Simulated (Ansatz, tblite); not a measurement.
Forces on Li₆H₇ at its PBE0-D4/def2-TZVP geometry. Charge 0, multiplicity 2.

The xTB rows come from tblite. In the doublet, H8 and H11 lie 0.75 Å apart (atoms count from 1), so H2 has formed as a molecule. The structure comes from a short search, and lower isomers may exist.

GFN1-xTB (tblite), largest force 1.34 eV/Å:

```xyz
13
positions Å, forces eV/Å
Li    0.856   -0.546   -1.472    0.119    0.041   -0.141
Li   -1.746   -0.125   -1.608    0.318   -0.137    0.095
Li   -1.755    0.463    1.949    0.148   -0.049   -0.082
Li   -0.271    1.233    0.002   -0.053   -0.198   -0.051
Li   -0.759   -1.484    0.620    0.012    0.152   -0.186
Li    0.657    0.064    2.079   -0.171    0.003   -0.090
H    -0.245    0.837   -1.788    0.026    0.174   -0.292
H     2.744   -0.021   -2.053    0.021    1.112    0.626
H     0.831   -0.380    0.321    0.333   -0.051    0.078
H    -1.888    0.068    0.177   -0.406    0.101    0.080
H     2.675   -0.681   -2.409   -0.286   -1.173   -0.591
H    -0.323    1.564    1.806   -0.007    0.120    0.229
H    -0.776   -0.993    2.376   -0.054   -0.095    0.327
```

PBE0-D4/def2-TZVP (Ansatz), largest force 0.01 eV/Å:

```
Li 0.001 -0.001 0.000
Li 0.000 0.000 0.000
Li 0.000 0.001 0.000
Li -0.002 0.001 0.000
Li 0.001 -0.001 0.000
Li 0.000 -0.001 0.000
H 0.000 0.000 0.001
H 0.000 -0.007 -0.003
H 0.001 0.002 -0.002
H 0.000 -0.001 -0.001
H 0.000 0.007 0.004
H 0.002 0.000 0.000
H -0.001 0.000 0.000
```
